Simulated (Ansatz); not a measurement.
C2H6ClSb⁺, that is SbMe2Cl with one electron fewer. Total charge 1; doublet. Geometry PBE-D4/def2-SVP, that of the neutral singlet; atoms count from 1.

```xyz
10

Sb   -0.911    0.627    0.771
C    -0.968   -0.099   -1.292
H    -1.149   -1.193   -1.287
H     0.004    0.121   -1.774
H    -1.782    0.405   -1.847
C     0.910   -0.493    1.241
H     1.296   -0.177    2.228
H     1.669   -0.289    0.461
H     0.676   -1.576    1.267
Cl    0.256    2.674    0.233
```

In the def2 sets Sb takes a core potential; there is no spin–orbit coupling.

Estimate the Mulliken populations from the PBE0/def2-TZVP orbitals of Ansatz.


```
atom  charge (e)  spin (α − β)
 Sb1        0.89          0.46
  C2       -0.50          0.16
  H3        0.20          0.00
  H4        0.21          0.02
  H5        0.21         -0.01
  C6       -0.50          0.16
  H7        0.21         -0.01
  H8        0.21          0.02
  H9        0.20          0.00
Cl10       -0.13          0.19
```
Mulliken values depend strongly on the basis.

Where does the spin sit?

Summed by element: Sb 0.46, C 0.32, H 0.03, Cl 0.19, of 1 unpaired in all. Largest on single atoms: Sb1 0.46, Cl10 0.19, C2 0.16.

And the Mayer bond orders between heavy atoms (over 0.3)?

Sb1–C2 0.93 (2.19 Å); Sb1–C6 0.93 (2.19 Å); Sb1–Cl10 1.19 (2.42 Å).
